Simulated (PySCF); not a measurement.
Two species compared at the same levels of theory.

First species: C₆H₆N₂O₂.
Structure used (GFN2-xTB), in Å, numbered top down from 1:
```xyz
16
C6H6N2O2 angstrom
C      2.484   -0.497    0.508
O      1.113   -0.287    0.748
C      0.346   -0.124   -0.428
C      0.703    1.095   -1.149
N      0.984    2.059   -1.695
C     -1.100   -0.033   -0.045
C     -1.700    0.898    0.843
N     -2.977    0.674    0.943
O     -3.268   -0.376    0.148
C     -2.154   -0.806   -0.442
H      2.947   -0.596    1.487
H      2.649   -1.414   -0.071
H      2.934    0.348   -0.026
H      0.498   -0.979   -1.114
H     -1.231    1.690    1.389
H     -2.236   -1.642   -1.107
```

Second species: 2-chloro-6-methylaniline, C7H8ClN.
Bonds: C1–C2, C2–C3 (aromatic), C3–C4 (aromatic), C4–C5 (aromatic), C5–C6 (aromatic), C6–Cl7, C6–C8 (aromatic), C8–N9, C2–C8 (aromatic). Hydrogens: H10, H11, H12 on C1; H13 on C3; H14 on C4; H15 on C5; H16, H17 on N9.

Levels: PBE0/def2-SVPD for dipole moment, HOMO energy, LUMO energy, HOMO–LUMO gap, static isotropic polarisability and electronic spatial extent ⟨r²⟩ about the centre of nuclear charge; TDDFT PBE0/def2-SVPD for lowest singlet excitation; TDA PBE0/def2-SVPD for lowest triplet excitation (Tamm–Dancoff); GFN2-xTB for rotational constant A and rotational constant C. Geometries: GFN2-xTB. All species are isolated and taken at one optimised geometry, non-relativistic unless stated; the electronic structure was computed with PySCF and density fitting.

The conformers computed, where there is a choice (atom-mapped SMILES and torsion angles):
- `[CH3:1][O:2][C@H:3]([C:4]#[N:5])[c:6]1[cH:7][n:8][o:9][cH:10]1`: C1–O2–C3–C4 -66°, O2–C3–C6–C7 57°
- `[CH3:1][c:2]1[cH:3][cH:4][cH:5][c:6]([Cl:7])[c:8]1[NH2:9]`: H–N9–C8–C6 -16°, H–N9–C8–C6 -156°

Values for the first species:

```
Dipole moment                                                     : 4.33 D
HOMO energy                                                       : -8.28 eV
LUMO energy                                                       : -1.01 eV
HOMO–LUMO gap                                                     : 7.27 eV
Lowest singlet excitation                                         : 6.29 eV
Lowest triplet excitation (Tamm–Dancoff)                          : 4.35 eV
Static isotropic polarisability                                   : 84.0 au
Electronic spatial extent ⟨r²⟩ about the centre of nuclear charge : 1506 bohr²
Rotational constant A                                             : 2.569 GHz
Rotational constant C                                             : 0.773 GHz
```

**Question.** Estimate the same properties for the second species, and the change in each.

**Answer.** 
```
                                                         property       first      second  second less first
                                                    dipole moment      4.33 D      2.09 D            -2.24 D
                                                      HOMO energy    -8.28 eV    -6.10 eV           +2.18 eV
                                                      LUMO energy    -1.01 eV    -0.24 eV           +0.77 eV
                                                    HOMO–LUMO gap     7.27 eV     5.86 eV           -1.41 eV
                                        lowest singlet excitation     6.29 eV     4.84 eV           -1.45 eV
                         lowest triplet excitation (Tamm–Dancoff)     4.35 eV     3.86 eV           -0.49 eV
                                  static isotropic polarisability     84.0 au    104.4 au           +20.4 au
electronic spatial extent ⟨r²⟩ about the centre of nuclear charge  1506 bohr²  1409 bohr²          -97 bohr²
                                            rotational constant A   2.569 GHz   2.277 GHz         -0.292 GHz
                                            rotational constant C   0.773 GHz   0.786 GHz         +0.013 GHz
```

On the first: The polarisability is 12.45 Å³ as a volume (1 au = 0.148185 Å³), or 1.17 au for each of the 72 electrons. No computed singlet falls in the visible range (750 to 380 nm, 1.65 to 3.26 eV); S1 lies 3.03 eV above its blue end.

On the second: The vertical singlet–triplet gap S1 − T1 is 0.98 eV (TDDFT singlet less Tamm–Dancoff triplet; S1: HOMO→LUMO, weight 0.85; T1: HOMO→LUMO+1, weight 0.73). The dipole equals about 7.0 × 10⁻³⁰ C·m (1 D = 3.33564 × 10⁻³⁰ C·m).
